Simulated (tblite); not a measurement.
Start geometry of `[CH2]O/C=C\C(=N/[H])CCF` [radical] from a force field or distance geometry (Å):
```
atom  x, y, z in Å
C1     2.687    0.596   -1.591
O2     1.508    0.135   -0.904
C3     1.786   -0.806    0.131
C4     0.777   -1.242    0.866
C5    -0.605   -0.822    0.700
N6    -1.486   -1.344    1.496
C7    -1.050    0.147   -0.327
C8    -2.556    0.301   -0.149
F9    -3.054    1.186   -1.074
H10    3.264   -0.345   -1.776
H11    3.282    1.114   -0.793
H12    2.783   -1.153    0.300
H13    1.056   -1.972    1.658
H14   -1.164   -2.035    2.226
H15   -0.609    1.144   -0.082
H16   -0.805   -0.187   -1.337
H17   -3.021   -0.701   -0.210
H18   -2.801    0.727    0.857
```

What comes out of this run: tblite 0.8.0, GFN2-xTB geometry optimisation, gas phase?

```
atom  x, y, z in Å
C1     2.769    0.500   -1.402
O2     1.712    0.070   -0.740
C3     1.795   -0.881    0.183
C4     0.732   -1.352    0.891
C5    -0.654   -0.954    0.804
N6    -1.585   -1.457    1.518
C7    -1.036    0.114   -0.183
C8    -2.527    0.409   -0.138
F9    -2.835    1.391   -1.053
H10    3.748    0.094   -1.216
H11    2.586    1.276   -2.116
H12    2.787   -1.289    0.365
H13    0.952   -2.127    1.613
H14   -1.271   -2.175    2.169
H15   -0.477    1.028    0.034
H16   -0.760   -0.206   -1.191
H17   -3.114   -0.475   -0.397
H18   -2.831    0.775    0.845
```

The energy falls by 1.750 eV over 106 L-BFGS steps, the largest force on an atom goes from 4.05 to 0.010 eV/Å, and the atoms move by 0.446 Å rms after alignment. The bond that changes most is C1–O2 (ends: carbon bonded to O and 2 H; oxygen bonded to 2 C), which shortens by 0.121 Å. Bonds longer at the end by more than 0.005 Å: 3 of 17; shorter: 11. Among the angles that change most is H10–C1–H11, from 103.4° to 122.9°. Among the dihedrals that turn most is H11–C1–O2–C3, from -63° to -179°. Rotational constants go from 2325, 961.4, 689.3 to 2191, 964.5, 675.4 MHz. The orientation of the end geometry is arbitrary; only internal coordinates are fixed.

Its GFN2-xTB frequencies are all real (lowest 59 cm⁻¹). 3 starts were optimised and ended at 0.00, 0.78 and 2.40 kcal/mol (GFN2-xTB); the lowest of these is shown.

One conformer stands for the species.

These are computed values.
